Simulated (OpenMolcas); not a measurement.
Nd3+ in a point-charge field

Nd3+ among 2 point charges of -1.5 e arranged as a linear pair (D∞h), 2.75 Å from the ion.
```
   0.0000    0.0000    2.7500  -1.50
   0.0000    0.0000   -2.7500  -1.50
```

```yaml
Program: OpenMolcas 26.06
Method: CASSCF
Basis: ANO-RCC-VDZP [7s6p4d2f1g]
Scalar_Hamiltonian: DKH2, point nucleus
Active_space: 3 electrons in 7 orbitals (4f)
State_averaging: 2S+1 = 4 odd, 35 roots; 2S+1 = 2 odd, 89 roots kept (CI in the orbitals of an earlier block)
Spin-orbit_coupling: RASSI with atomic mean-field integrals over the reference wave functions
```

The lowest spin-free states (labels by Λ), above the lowest:

```
State  Degeneracy  E (cm-1)  Free-ion L (%)
   4I           2       0.0         I (100)
   4H           2     286.1         I (100)
   4Γ           2     415.0         I (100)
   4Φ           2     496.3         I (100)
   4Δ           2     562.2         I (100)
   4Π           2     610.4         I (100)
   4Σ           1     628.5         I (100)
   4Σ           1     14560         F (100)
   4Π           2     14694         F (100)
   2Σ           1     14747         H (100)
   2Π           2     14755         H (100)
   2Δ           2     14778         H (100)
   2Φ           2     14817         H (100)
   2Γ           2     14854         H (100)
   2H           2     14857         H (100)
   4Δ           2     14996          F (99)
   4Σ           1     15005         S (100)
   4Φ           2     15486          F (98)
   2Σ           1     19235         G (100)
   2Π           2     19285         G (100)
```

The lowest levels with spin-orbit coupling:

```
E (cm-1)  Degeneracy  2S+1     J    |mJ| (%)                g
     0.0           2     4  4.50   9/2 (100)   0.00 0.00 6.46
   276.3           2     4  4.50   7/2 (100)   0.00 0.00 5.02
   399.9           2     4  4.50   5/2 (100)   0.00 0.00 3.57
   478.8           2     4  4.50   3/2 (100)   0.00 0.00 2.12
   524.5           2     4  4.50   1/2 (100)   0.70 3.67 3.67
    1994           2     4  5.50  11/2 (100)  0.00 0.00 10.52
    2219           2     4  5.50   9/2 (100)   0.00 0.00 8.70
    2350           2     4  5.50   7/2 (100)   0.00 0.00 6.76
    2435           2     4  5.50   5/2 (100)   0.00 0.00 4.83
    2488           2     4  5.50   3/2 (100)   0.00 0.00 2.91
    2514           2     4  5.50   1/2 (100)   0.97 5.82 5.82
    4119           2     4  6.50  13/2 (100)  0.00 0.00 14.33
    4338           2     4  6.50  11/2 (100)  0.00 0.00 12.23
    4469           2     4  6.50   9/2 (100)  0.00 0.00 10.02
    4557           2     4  6.50   7/2 (100)   0.00 0.00 7.79
    4620           2     4  6.50   5/2 (100)   0.00 0.00 5.57
    4661           2     4  6.50   3/2 (100)   0.00 0.00 3.35
    4682           2     4  6.50   1/2 (100)   1.12 7.77 7.77
    6337           2     4  7.50  15/2 (100)  0.00 0.00 17.99
    6577           2     4  7.50  13/2 (100)  0.00 0.00 15.66
```

Powder χT (cm3 K/mol): 1.31 at 2 K, 1.32 at 10 K, 1.4 at 50 K, 1.48 at 100 K, 1.6 at 200 K, 1.66 at 300 K. The effective moment at 300 K is 2.828 √(χT) = 3.64 μB.

Hund's rules give f3 the level 4I9/2 with g = 0.727, so an isolated free-ion multiplet has χT = g² J(J+1) / 8 = 1.636 cm3 K/mol. The computed 1.657 at 300 K differs by +1 %, through the field's splitting, the mixing of terms and any other multiplet in reach.

Stevens parameters of the J = 9/2 multiplet, which is 524 cm-1 wide (cm-1, z along the main axis): B20 = -8.539e+00, B40 = -1.664e-02, B60 = -2.187e-04.

High states are left out of the spin-orbit mixing, which shifts the levels that they would mix with. Point charges carry no covalency, so the field is a model and not that of real ligands. The first state left out of the spin-orbit step lies near 49000 cm-1 above the lowest spin-free state of the reference (among the parities and spins computed), and the lists stop at four fifths of that energy or lower. No measured value stands beside these numbers.

The RASSCF and RASSI steps took 73 s on 1 thread of Intel(R) Xeon(R) Platinum 8175M CPU @ 2.50GHz (Skylake/Cascade Lake), on a shared host; the integral step is not counted.
